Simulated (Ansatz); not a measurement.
# Relaxing a trial structure of AlBH3NSi

The starting geometry of this gas-phase singlet was optimised with GFN2-xTB.

```tsv
atom	x (Å)	y (Å)	z (Å)
Al	0.0763	-1.4065	0.6691
B	-1.2542	0.1040	0.2194
N	-0.3055	-0.2367	-0.8817
Si	0.4586	-0.2353	-2.2984
H	-2.3694	-0.2820	0.1105
H	-1.0425	1.0994	0.8265
H	1.2776	-2.2351	0.0320
```

Problem. Predict what it relaxes into with B3LYP-D3(BJ)/6-311G**.

Solution. It rearranges, giving a structure given below by its coordinates. Distances that change by over a tenth: Al1–Si4 (3.21 → 2.77 Å), Al1–H7 (1.59 → 1.98 Å). Contacts that open: Al1–B2 (2.06 → 3.01 Å). Contacts that close: Si4–H7 (3.18 → 1.62 Å).

The energy falls by 1.16 eV over 15 steps:

```tsv
step	E − E(last) (eV)
1	1.156
3	0.922
4	0.828
6	0.469
7	0.282
9	0.109
10	0.045
12	0.004
13	0.000
15	0.000
```

Final geometry (Å):

```xyz
7

Al    0.4671   -1.8644    0.8303
B    -1.4478    0.3449    0.1133
N    -0.3708   -0.4792   -0.2934
Si    0.5979   -0.6940   -1.6782
H    -2.5778   -0.0117   -0.0572
H    -1.2355    1.3827    0.6712
H     1.4076   -1.8705   -0.9087
```

Frequencies at the end show an imaginary mode, so it is a saddle point. Run with Ansatz 0.2.0, 23 s on 2 threads of Intel(R) Xeon(R) 6975P-C (Granite Rapids), on a shared host.
